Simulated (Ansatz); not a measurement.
The N3–H4 bond of CdH3N (SMILES [NH2][CdH]) is stretched (multiplicity 1, the rest rigid).
Geometry at rest (charge 0, multiplicity 1):
```xyz
5

Cd    -0.1932    -0.0408    -0.2275
H     -1.2093    -0.2364    -1.5204
N      1.1617     0.2684     1.2504
H      1.4991    -0.5755     1.6986
H      0.8497     0.8903     1.9872
```

Correlated levels freeze the cores.

Codes used: Ansatz (a quantum-chemistry and plane-wave program).  In def2 rows elements past Kr take small-core potentials, without spin–orbit coupling.

Energies above the point at 1.013 Å (the B3LYP-D3(BJ) bond length), FIC-MRCISD+Q on CASSCF(2,2)/def2-TZVPP (kcal/mol): 6.23 at 0.912 Å; 4.48 at 1.115 Å; 111.64 at 3.243 Å.

**Question.** Take the last value as the depth D of a Morse curve D(1 − e^(−a(R − R₀)))², fit a and R₀ to the two near points, and test it at 1.368 and 1.773 Å.

**Answer.** 
With D = 111.6, both near points (counted from the curve's value at 1.013 Å) are met by a = 2.15 Å⁻¹ and R₀ = 1.011 Å, so k = 2Da² = 1028 kcal/(mol Å²). The curve then gives 32.0 and 72.4 kcal/mol; the level itself gives 32.9 and 77.4, so Morse is off by -0.9 and -5.0.
